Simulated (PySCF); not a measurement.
Ti(F)3(Cl)(NH3) (ClF₃H₃NTi), SMILES [Cl][Ti](<-[NH3])([F])([F])[F], multiplicity 1.

Geometry optimised at B3LYP-D3(BJ)/def2-SVP. The spin state was assumed, not searched.

Calculation: CAM-B3LYP/def2-TZVP run with PySCF.

Isolated molecule, no solvent.

Computed frontier levels, gap, dipole moment and polarisability:
```json
{
 "highest_occupied_level": "-10.49 eV",
 "lowest_empty_level": "-1.69 eV",
 "orbital_gap": "8.80 eV",
 "dipole_moment": "5.25 D",
 "quadrupole, principal values (traceless, Buckingham form, about the centre of nuclear charge)": "-5.98, -4.96, 10.94 D·Å",
 "mean_static_polarisability": "55.1 bohr³ (8.17 Å³)",
 "polarisability_principal_values": "46.6, 55.4, 63.4 bohr³"
}
```
